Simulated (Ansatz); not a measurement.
`[SiH3]CC=[Se]`, charge 0, multiplicity 1.

(1) Give a relaxed structure at PBE0-D4/def2-TZVP (the Gaussian-basis code of Ansatz). (Best estimate.)

Results:

(1) Ansatz gave: 
Z-matrix (Å, degrees):
```
Si
C 1 1.905
H 1 1.482 2 109.0
H 1 1.486 2 108.7 3 120.4
H 1 1.485 2 109.4 3 -120.2
C 2 1.465 1 108.7 3 65.3
H 2 1.092 1 107.0 3 -56.1
H 2 1.096 1 106.5 3 -174.1
Se 6 1.759 2 126.4 1 -95.6
H 6 1.091 2 115.4 1 81.2
```
This is one stationary point; other conformers may exist.
